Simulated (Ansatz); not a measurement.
Relaxation of C$_{3}$H$_{4}$IN (9 atoms, charge 0, multiplicity 1), to a largest force component of 0.015 eV/Å in at most 40 steps.

All numbers below come from RKS PBE0-D4/def2-SVP (Ansatz 0.2.0).

```xyz
9
Properties=species:S:1:pos:R:3:forces:R:3
C -0.061 0.856 1.363 -0.32 1.23 0.44
C -0.441 -0.134 0.563 1.74 1.04 -1.26
C 0.087 -0.430 -0.787 0.01 -0.40 0.65
N -0.208 -1.454 -1.440 -2.67 -0.65 3.21
I 1.566 0.727 -1.725 0.87 1.42 0.03
H -0.591 1.032 2.317 0.34 -0.32 -0.21
H 0.651 1.654 1.087 -0.06 -0.47 -0.10
H -1.145 -0.830 0.892 -1.47 -1.42 0.48
H 0.232 -1.467 -2.285 1.56 -0.45 -3.24
```

Task: Where does it end, and by what steps?

Result: The run converged. After 7 steps the energy has fallen by 0.427 eV; I5 moved furthest, 0.23 Å.

```json
{"step": "0", "energy less start (eV)": "0.0000", "largest force component (eV/Å)": "3.240", "accepted": "yes"}
{"step": "1", "energy less start (eV)": "-0.3641", "largest force component (eV/Å)": "0.877", "accepted": "yes"}
{"step": "2", "energy less start (eV)": "-0.3995", "largest force component (eV/Å)": "0.833", "accepted": "yes"}
{"step": "3", "energy less start (eV)": "-0.4103", "largest force component (eV/Å)": "0.659", "accepted": "yes"}
{"step": "4", "energy less start (eV)": "-0.4242", "largest force component (eV/Å)": "0.256", "accepted": "yes"}
{"step": "5", "energy less start (eV)": "-0.4266", "largest force component (eV/Å)": "0.081", "accepted": "yes"}
{"step": "6", "energy less start (eV)": "-0.4266", "largest force component (eV/Å)": "0.048", "accepted": "yes"}
{"step": "7", "energy less start (eV)": "-0.4269", "largest force component (eV/Å)": "0.007", "accepted": "yes"}
```

```xyz
9
Properties=species:S:1:pos:R:3
C -0.081 0.898 1.330
C -0.414 -0.135 0.553
C 0.116 -0.460 -0.775
N -0.272 -1.464 -1.417
I 1.621 0.901 -1.581
H -0.552 1.030 2.307
H 0.664 1.636 1.018
H -1.162 -0.866 0.879
H 0.168 -1.586 -2.329
```

Whether the end is a true minimum wasn't checked by a vibrational analysis.

The run took 29 s on 2 threads of Arm Neoverse V1 (shared host), peak memory 0.23 GiB.
